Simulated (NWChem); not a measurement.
tetrachloroaluminate (AlCl4 anion); SMILES [Cl][Al-]([Cl])([Cl])[Cl]

No frequency run checked for a minimum.

Question: Give the equilibrium geometry at B3LYP/def2-SVPD (NWChem) as a list of bonds and angles, with the point group.

Answer: point group Td; any orientation.
Bonded distances (Å): Cl1–Al2 2.186, Al2–Cl3 2.186, Al2–Cl4 2.186, Al2–Cl5 2.186. Bond angles (°): Cl1–Al2–Cl3 109.5, Cl1–Al2–Cl4 109.5, Cl1–Al2–Cl5 109.5, Cl3–Al2–Cl4 109.5, Cl3–Al2–Cl5 109.5, Cl4–Al2–Cl5 109.5.
